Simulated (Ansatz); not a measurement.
Abridged output of a molecular run in Ansatz:

```
Functional definition: HF
1366 factors; integrals over basis functions are off by at most 8.9e-4 eV
mean field evaluation 1: about -27664.8226 eV, gradient 3.1e1 eV
mean field evaluation 2: about -27665.1428 eV, gradient 3.1e1 eV
mean field evaluation 4: about -27668.2110 eV, gradient 3.6e0 eV
mean field evaluation 8: about -27668.2795 eV, gradient 2.5e-1 eV
mean field -27668.27981140 eV, -1016.7905288354 hartree, gradient 3.5e-6 eV, S^2 0.000000; 0 other end points of the search recorded, 0 dependent functions left out
16 core orbitals not correlated: weight in the atoms' cores, before any rotation towards them, 1.000 or more for the frozen orbitals, at most 0.000 for the correlated occupied ones
reference -27668.27981140 eV, -1016.7905288354 hartree; 12, 12 occupied and 213, 213 virtual orbitals, 1366 factors
second order -16.12240173 eV of doubles, -0.00000000 eV of singles
cycle   1  -17.12841291 eV  change    -1.0e0 eV  update   9.5e-2
cycle   2  -17.62831910 eV  change   -5.0e-1 eV  update   2.9e-2
cycle   3  -17.69440288 eV  change   -6.6e-2 eV  update   1.2e-2
cycle   4  -17.68874886 eV  change    5.7e-3 eV  update   3.4e-3
cycle   5  -17.68778931 eV  change    9.6e-4 eV  update   1.3e-3
cycle   6  -17.68751437 eV  change    2.7e-4 eV  update   4.4e-4
cycle   7  -17.68748214 eV  change    3.2e-5 eV  update   1.4e-4
cycle   8  -17.68754063 eV  change   -5.8e-5 eV  update   5.2e-5
cycle   9  -17.68754533 eV  change   -4.7e-6 eV  update   1.7e-5
perturbative correction -0.80443208 eV, -0.0295623338 hartree
Total energy: -27686.77178882 eV, -1017.4700964711 hartree
```

Its atoms:

Z-matrix (Å, degrees):
```
Si
C 1 1.892
Si 1 2.244 2 53.9
S 1 2.126 2 117.4 3 -106.4
H 1 1.482 2 115.5 3 113.6
H 2 1.089 1 116.9 3 -112.0
H 2 1.088 1 117.2 3 111.5
H 3 1.482 1 122.0 2 101.0
H 3 1.481 1 121.3 2 -101.3
H 4 1.346 1 95.6 2 -77.1
```

(1) Which basis set was used?
A. def2-TZVPPD
B. def2-TZVPP
C. def2-SVPD
D. def2-SVP

(2) Write the keys of the input that set method, charge and spin (a neutral closed shell needs none for the last two).

## Answers

(1) B. It gives 241 functions.

(2) 
```yaml
correlation: {method: ccsd_t}
```
